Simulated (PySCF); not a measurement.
Compound: C₆H₁₃NO.
Geometry (PBE0-D3(BJ)/def2-SVP, Å), atoms numbered from 1 in this order:
```xyz
21
C6H13NO angstrom
C     -2.8712    0.3910    0.4054
C     -1.4460    0.4506   -0.1204
C     -0.5651   -0.6689    0.4161
C      0.8736   -0.6241   -0.0881
C      1.6663   -1.8564    0.3469
C      1.5754    0.6155    0.4603
N      2.3127    1.3162   -0.4401
O      1.5050    0.9311    1.6309
H     -3.4900    1.2044   -0.0030
H     -3.3569   -0.5620    0.1398
H     -2.8918    0.4755    1.5034
H     -1.4555    0.4123   -1.2246
H     -0.9975    1.4225    0.1479
H     -0.5345   -0.6171    1.5174
H     -1.0045   -1.6467    0.1530
H      0.8637   -0.5761   -1.1922
H      1.1956   -2.7769   -0.0302
H      2.7020   -1.8241   -0.0244
H      1.7022   -1.9098    1.4453
H      2.3604    1.0578   -1.4138
H      2.8316    2.1219   -0.1158
```

Computed with PySCF at wB97X-D/def2-SVPD, non-relativistic, on one gas-phase PBE0-D3(BJ)/def2-SVP geometry that isn't relaxed in the solvent. The solvent is an IEF-PCM continuum (cavity from Bondi-type radii × 1.2). The model holds no explicit solvent molecules, cavitation or dispersion.

```json
{"medium": "gas phase", "total energy (Eh)": "-366.113863", "HOMO (eV)": "-9.250", "LUMO (eV)": "2.150", "dipole (D)": "3.684"}
{"medium": "dimethylsulfoxide (ε = 46.83)", "total energy (Eh)": "-366.128655", "HOMO (eV)": "-9.513", "LUMO (eV)": "2.355", "dipole (D)": "5.295"}
```

Task: What is E(solvent) − E(gas) in dimethylsulfoxide, in kcal/mol?

Result: -366.128655 − (-366.113863) = -0.014792 Eh = -9.28 kcal/mol.

Task: Scale it by Onsager's factor (ε − 1)/(2ε + 1) to cyclohexane (ε = 2.017), and compare with the calculation.

Result: The factor goes from 0.484 to 0.202, a ratio of 0.417, which gives -3.87 kcal/mol. The calculation gives -3.56 kcal/mol (total energy -366.119542 Eh), so the scaled value is 8.6 % too large in size.

Task: Scale the changes of the other columns the same way. What are the values in cyclohexane?

Result: 
| quantity | scaled | computed | difference |
| --- | --- | --- | --- |
| HOMO (eV) | -9.360 | -9.330 | -0.030 |
| LUMO (eV) | 2.235 | 2.309 | -0.074 |
| dipole (D) | 4.356 | 4.211 | +0.145 |

The atom shares or the degeneracy of the LUMO differ between the media, so that row needn't follow one orbital.

Task: How does each lowering split into the polarisation term (half the interaction with the induced surface charges) and the distortion of the solute's density?

Result: dimethylsulfoxide: -11.67 + 2.39 kcal/mol, the distortion taking back 20 % of the polarisation term; cyclohexane: -3.86 + 0.30 kcal/mol, the distortion taking back 8 % of the polarisation term.

Time: 70 s of wall time; peak memory 1.3 GiB. Hardware: Arm Neoverse V1, one thread, shared host with 32 logical CPUs at a one-minute load of 13. This is the whole response run at wB97X-D/def2-SVPD in cyclohexane, SCF included.

The pairwise dispersion term of wB97X-D wasn't added to the energies; at a given geometry it leaves orbitals and properties as they are.
